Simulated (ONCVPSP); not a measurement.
u(r) = r·R(r): atom against pseudo-atom (Cu)

Columns: radius, all-electron u(r) and pseudo u(r) of the 3s shell (level -160.34 eV) of copper in the configuration [Ne] 3s2 3p6 3d8; PBEsol, scalar-relativistic, ONCV scheme, ONCVPSP 4.0.1.

| r (bohr) | all-electron | pseudo |
| --- | --- | --- |
| 0.050 | 0.2315 | 0.0857 |
| 0.100 | -0.4007 | 0.1780 |
| 0.150 | -0.7013 | 0.2819 |
| 0.200 | -0.6155 | 0.3998 |
| 0.250 | -0.3005 | 0.5308 |
| 0.300 | 0.0962 | 0.6708 |
| 0.350 | 0.4794 | 0.8131 |
| 0.400 | 0.7998 | 0.9492 |
| 0.450 | 1.0418 | 1.0707 |
| 0.500 | 1.2031 | 1.1694 |
| 0.550 | 1.2948 | 1.2397 |
| 0.600 | 1.3295 | 1.2784 |
| 0.650 | 1.3197 | 1.2840 |
| 0.700 | 1.2780 | 1.2589 |
| 0.750 | 1.2145 | 1.2074 |
| 0.800 | 1.1372 | 1.1358 |
| 0.850 | 1.0521 | 1.0519 |
| 0.900 | 0.9642 | 0.9640 |
| 0.950 | 0.8766 | 0.8764 |
| 1.000 | 0.7917 | 0.7915 |
| 1.050 | 0.7111 | 0.7109 |
| 1.100 | 0.6356 | 0.6354 |
| 1.150 | 0.5657 | 0.5656 |
| 1.200 | 0.5018 | 0.5017 |
| 1.250 | 0.4436 | 0.4435 |
| 1.300 | 0.3912 | 0.3911 |

**Question.** How many radial nodes do the two functions have?

**Answer.** The all-electron 3s function has n − l − 1 = 2; the pseudo-wave has 0, since the states of the same l below it are removed with the core.

**Question.** At about which radius was the pseudo-wave matched?

**Answer.** 0.85 bohr, where the columns begin to agree (steps of 0.05 bohr).

**Question.** Is the pseudo-wave norm-conserving?

**Answer.** Yes: the ONCV scheme keeps the norm inside the radius equal to the all-electron one, which fixes the energy derivative of the logarithmic derivative at the level.
